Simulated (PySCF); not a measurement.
Highest orbital energy against ionisation energy along the second row

Calculated with PySCF 2.14, no spin-orbit coupling. Each cell gives −ε(HOMO) / ΔSCF in eV; NIST values include spin-orbit coupling, (s) semi-empirical, (t) theoretical.

```csv
species,UHF,LDA,PBE,PBE0,r2SCAN,NIST (lowest levels)
"B²⁺ (aug-cc-pCVTZ-DK with one added diffuse shell each of s, p, d, f type, spin-free X2C)",37.831 / 37.827,32.367 / 37.905,32.652 / 38.293,34.054 / 38.234,32.888 / 37.864,37.931
"C²⁺ (aug-cc-pCVTZ-DK with one added diffuse shell each of s, p, d, f type, spin-free X2C)",46.116 / 45.800,40.173 / 46.970,40.376 / 47.125,42.055 / 47.062,40.690 / 46.646,47.888
"N²⁺ (aug-cc-pCVTZ-DK with one added diffuse shell each of s, p, d, f type, spin-free X2C)",47.998 / 47.264,38.557 / 47.840,38.813 / 47.993,41.237 / 47.976,39.758 / 48.196,47.445 (s)
"O²⁺ (aug-cc-pCVTZ-DK with one added diffuse shell each of s, p, d, f type, spin-free X2C)",55.755 / 54.579,44.959 / 55.391,45.045 / 55.243,47.876 / 55.278,46.102 / 55.580,54.936 (s)
"F²⁺ (aug-cc-pCVTZ-DK with one added diffuse shell each of s, p, d, f type, spin-free X2C)",63.844 / 62.226,51.574 / 63.151,51.550 / 62.828,54.797 / 62.906,52.785 / 63.148,62.708 (s)
"Ne²⁺ (aug-cc-pCVTZ-DK with one added diffuse shell each of s, p, d, f type, spin-free X2C)",64.086 / 61.805,52.113 / 63.605,52.532 / 63.865,55.727 / 63.715,53.373 / 63.604,63.423
```

Task: How far is −ε(HOMO) from ΔSCF on average for each method, and why?

Result: UHF 1.02 eV; LDA -9.19 eV; PBE -9.06 eV; PBE0 -6.57 eV; r2SCAN -8.24 eV. Hartree-Fock orbital energies lack relaxation and so exceed the ΔSCF value; semilocal functionals have convex E(N) from self-interaction, so their HOMO lies far too high; exact exchange moves hybrids part of the way back.
